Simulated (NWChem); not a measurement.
All runs are NWChem calculations. System: Al2, charge 0, spin multiplicity 3, optimised in this run. The structure started from a generated list of species. Its SCF solution wasn't tested for a lower state. Level: UPBE0/def2-SVP.

Job file:

```
start mol
memory heap 200 mb stack 900 mb global 1100 mb
geometry units angstroms
  Al     0.000000     0.000000     1.252830
  Al     0.000000     0.000000    -1.252830
  symmetry group D2h
end
basis spherical
  * library def2-svp
end
dft
  xc pbe0
  odft
  mult 3
  semidirect memsize 60000000 filesize 0
  iterations 100
end
driver
  maxiter 80
end
task dft optimize
task dft freq
```

Part of the output:

```
             Northwest Computational Chemistry Package (NWChem) 7.3.0
             --------------------------------------------------------

                                NWChem Input Module
                                -------------------

 Scaling coordinates for geometry "geometry" by  1.889725989
 (inverse scale =  0.529177249)

 Turning off AUTOSYM since
 SYMMETRY directive was detected!

          ------
          auto-z
          ------

                             Geometry "geometry" -> ""
                             -------------------------

 Output coordinates in angstroms (scale by  1.889725989 to convert to a.u.)

  No.       Tag          Charge          X              Y              Z
 ---- ---------------- ---------- -------------- -------------- --------------
    1 Al                  13.0000     0.00000000     0.00000000     1.25283000
    2 Al                  13.0000     0.00000000     0.00000000    -1.25283000

 Effective nuclear repulsion energy (a.u.)      35.6915763036

            Nuclear Dipole moment (a.u.)
            ----------------------------
        X                 Y               Z
 ---------------- ---------------- ----------------
     0.0000000000     0.0000000000     0.0000000000

      Symmetry information
      --------------------

 Group name             D2h
 Group number             26
 Group order               8
 No. of unique centers     1

      Symmetry unique atoms

     1


 Summary of "ao basis" -> "" (spherical)
 ------------------------------------------------------------------------------
       Tag                 Description            Shells   Functions and Types
 ---------------- ------------------------------  ------  ---------------------
 *                          def2-svp                  on all atoms

                           NWChem Geometry Optimization
                           ----------------------------

 maximum gradient threshold         (gmax) =   0.000450
 rms gradient threshold             (grms) =   0.000300
 maximum cartesian step threshold   (xmax) =   0.001800
 rms cartesian step threshold       (xrms) =   0.001200
[...]
 Dependent rotation vector no.                    3
  found in ECKART; assuming linear geometry
 Projected Nuclear Hessian trans-rot subspace norm:3.0093D-34
                         (should be close to zero!)

          --------------------------------------------------------
          MASS-WEIGHTED PROJECTED HESSIAN (Hartree/Bohr/Bohr/Kamu)
          --------------------------------------------------------

               1            2            3            4            5            6
   ----- ----- ----- ----- -----
    1    0.00000D+00
    2    0.00000D+00  0.00000D+00
    3    0.00000D+00 -5.98775D-26  2.29421D+00
    4    0.00000D+00  7.48469D-27 -4.49081D-26  0.00000D+00
    5   -7.48469D-27 -3.92413D-21 -1.49694D-26  0.00000D+00  0.00000D+00
    6    1.49694D-26  5.23928D-26 -2.29421D+00  5.98775D-26  7.48469D-27  2.29421D+00

 center of mass
 --------------
 x =   0.00000000 y =   0.00000000 z =   0.00000000

 moments of inertia (a.u.)
 ------------------
         296.833767664982           0.000000000000           0.000000000000
           0.000000000000         296.833767664982           0.000000000000
           0.000000000000           0.000000000000           0.000000000000

 Rotational Constants
 --------------------
 A=   0.000000 cm-1  (  0.000000 K)
 B=   0.202808 cm-1  (  0.291789 K)
 C=   0.202808 cm-1  (  0.291789 K)

 Temperature                      =   298.15K
 frequency scaling parameter      =   1.0000

 Linear Molecule

 Zero-Point correction to Energy  =    0.498 kcal/mol  (  0.000793 au)
 Thermal correction to Energy     =    2.206 kcal/mol  (  0.003515 au)
 Thermal correction to Enthalpy   =    2.798 kcal/mol  (  0.004459 au)

 Total Entropy                    =   53.409 cal/mol-K
   - Translational                =   37.862 cal/mol-K (mol. weight =  53.9631)
   - Rotational                   =   14.373 cal/mol-K (symmetry #  =        2)
   - Vibrational                  =    1.174 cal/mol-K

 Cv (constant volume heat capacity) =    6.544 cal/mol-K
   - Translational                  =    2.979 cal/mol-K
   - Rotational                     =    1.986 cal/mol-K
   - Vibrational                    =    1.578 cal/mol-K


 ----------------------------------------------------------------------------
 Normal Eigenvalue ||    Projected Derivative Dipole Moments (debye/angs)
  Mode   [cm**-1]  ||      [d/dqX]             [d/dqY]           [d/dqZ]
 ------ ---------- || ------------------ ------------------ -----------------
    1       -0.000 ||      -0.000               0.000             0.000
    2        0.000 ||       0.000              -0.000             0.000
    3        0.000 ||      -0.000               0.000            -0.000
    4        0.000 ||       0.000               0.000            -0.000
    5        0.000 ||       0.000               0.000             0.000
    6      348.206 ||      -0.000               0.000             0.000
 ----------------------------------------------------------------------------

 ----------------------------------------------------------------------------
 Normal Eigenvalue ||           Projected Infra Red Intensities
  Mode   [cm**-1]  || [atomic units] [(debye/angs)**2] [(KM/mol)] [arbitrary]
 ------ ---------- || -------------- ----------------- ---------- -----------
    1       -0.000 ||    0.000000           0.000         0.000       6.420
    2        0.000 ||    0.000000           0.000         0.000      13.073
    3        0.000 ||    0.000000           0.000         0.000      13.178
    4        0.000 ||    0.000000           0.000         0.000      13.237
    5        0.000 ||    0.000000           0.000         0.000      13.129
    6      348.206 ||    0.000000           0.000         0.000       0.963
 ----------------------------------------------------------------------------

 Task  times  cpu:        6.3s     wall:        6.3s

 Total times  cpu:        7.5s     wall:        7.5s
```
